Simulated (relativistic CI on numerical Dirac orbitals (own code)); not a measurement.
## Radial parameters of I XLVIII

These numbers are calculated, not measured: Dirac-Coulomb-Breit CI, KLI orbitals optimised for each configuration, a model potential for QED, unscaled Slater integrals (own radial code, finite nucleus).

Slater integrals F^k, G^k are unscaled and averaged over j, outside the closed core 1s2; ζ comes from projecting the Hamiltonian with its Breit term on Σ l·s of the shell.

- 2s2.2p2: F^2(2p,2p) = 983770, ζ(2p) = 1.755e+06 cm⁻¹; <r>(2p) = 0.09658, <r^2>(2p) = 0.0113 (bohr units).
- 2s.2p3: F^2(2p,2p) = 982580, G^1(2s,2p) = 1.0411e+06, ζ(2p) = 1.7477e+06 cm⁻¹; <r>(2s) = 0.1116, <r^2>(2s) = 0.01467, <r>(2p) = 0.09669, <r^2>(2p) = 0.01133 (bohr units).
- 2p4: F^2(2p,2p) = 980700, ζ(2p) = 1.7406e+06 cm⁻¹; <r>(2p) = 0.09687, <r^2>(2p) = 0.01137 (bohr units).

Averages of the first 10 configurations, taken without configuration mixing, which lowers the lowest level and can move excited configurations by several eV; other configurations of the list can lie among them:

| Configuration | Parity | States | Average energy above the lowest level (eV) |
| --- | --- | --- | --- |
| 2s2.2p2 | even | 15 | 429.9 |
| 2s.2p3 | odd | 40 | 836.7 |
| 2p4 | even | 15 | 1286.0 |
| 2p3.3s | odd | 40 | 5859.5 |
| 2p3.3p | even | 120 | 5978.4 |
| 2p3.3d | odd | 200 | 6081.4 |
| 2s2.2p.3s | odd | 12 | 5058.9 |
| 2s2.2p.3p | even | 36 | 5184.8 |
| 2s2.2p.3d | odd | 60 | 5288.0 |
| 2s.2p2.3s | even | 60 | 5437.8 |
